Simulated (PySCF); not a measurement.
## Two-dimensional NMR puzzle

Compound of formula C4H11NO2Si3. Correlations simulated from computed shifts and the bond graph:

HSQC (one-bond C–H):
```csv
δH,δC
2.37,4.7
```

COSY cross peaks (H two or three bonds apart, from the bond graph; peaks can be absent where the dihedral angle is near 90°):
```csv
δH,δH
4.99,2.37
```

HMBC (two and three bonds, from the bond graph):
```csv
δH,δC
4.99,"95.1, 4.7"
2.37,"95.1, 77.9"
```

Carbons without hydrogens: δ 158.6, 95.1, 77.9.

PySCF 2.14 calculation with shielding tensors at PBE0/pcSseg-1 (GIAO) and coordinates at the GFN2-xTB level; a single conformation, rapidly exchanging positions averaged, non-relativistic Hamiltonian, no solvent.

Shifts are taken against calculated references (same method and geometry level): $^{1}$H (31.72 ppm) and $^{13}$C (186.93 ppm) against TMS.

Exchangeable hydrogens are left out of these lists.

Which molecule is this?

## Answers

`InChI=1S/C4H11NO2Si3/c6-4(7)2-1-3-10-5(8)9/h3,10H2,8-9H3,(H,6,7)`.

Numbering as in the mapped SMILES `[O:1]=[C:2]([OH:3])[C:4]#[C:5][CH2:6][SiH2:7][N:8]([SiH3:9])[SiH3:10]` (H(Xn): hydrogen on atom n).

1. δC 158.6 is C2, a carboxylic acid carbon.
2. δC 95.1 is C5, an alkyne carbon.
3. δC 77.9 is C4, an alkyne carbon.
4. δC 4.7 is C6, a propargylic sp3 CH2 bonded to Si (δH 2.37).
5. HMBC from δH 4.99 reaches the proton-free carbon C5.
6. HMBC from δH 2.37 reaches the proton-free carbons C5, C4.
7. COSY links 4.99–2.37.

The data come from this structure; uniqueness wasn't tested.

Exchangeable OH/NH protons stand at their gas-phase positions; hydrogen bonding in a real sample shifts them, mostly to higher δ. Shifts are as computed. Against solution values, carbons near 30 ppm lie about +3 ppm off and those near 130 ppm about +5 ppm. Of 1309 compounds with measured shifts, 239 miss one by over three times the rms of a fit or turn the order of signals round; such compounds aren't used in these exercises. The C=O carbon of an acid or of an amide with N–H lies up to 10 ppm further downfield in solution, through hydrogen bonding that the calculation lacks.
